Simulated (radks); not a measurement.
Results of a calculation; reference values are marked as such.
Se+, 33 electrons, occupied as [Ar] 3d9.75 4s2 4p3.25 (fractional occupations, a model configuration). Code: a radial shooting solver on a logarithmic mesh with Libxc functionals. Model: scalar-relativistic Kohn-Sham, HCTH/407, spin-polarised, spherical densities, point nucleus; open shells are filled with parallel spins first.

Normalised radial functions P(r) = r R(r), r in bohr:

| r | 4s down | 4p down |
|---|---|---|
| 0.005014 | 0.0734 | 0.0031 |
| 0.00754 | 0.0993 | 0.0066 |
| 0.01134 | 0.1274 | 0.0136 |
| 0.01705 | 0.1500 | 0.0273 |
| 0.02564 | 0.1507 | 0.0523 |
| 0.03856 | 0.1046 | 0.0935 |
| 0.05799 | -0.0088 | 0.1486 |
| 0.0872 | -0.1681 | 0.1952 |
| 0.1311 | -0.2626 | 0.1763 |
| 0.1972 | -0.1273 | 0.0286 |
| 0.2966 | 0.2289 | -0.2115 |
| 0.446 | 0.4189 | -0.3238 |
| 0.6707 | 0.0564 | -0.0897 |
| 1.009 | -0.5879 | 0.3775 |
| 1.517 | -0.8521 | 0.6981 |
| 2.281 | -0.5687 | 0.6382 |
| 3.43 | -0.2071 | 0.3836 |
| 5.158 | -0.0308 | 0.1081 |
| 7.756 | -0.0011 | 0.0094 |

4s down: eigenvalue -25.601 eV, 3 radial nodes at r = 0.0566, 0.232, 0.696 bohr, <r> = 1.74 bohr, 90 % of the charge inside 2.62 bohr. 4p down: eigenvalue -14.270 eV, 2 radial nodes at r = 0.208, 0.731 bohr, <r> = 2.23 bohr, 90 % of the charge inside 3.51 bohr.
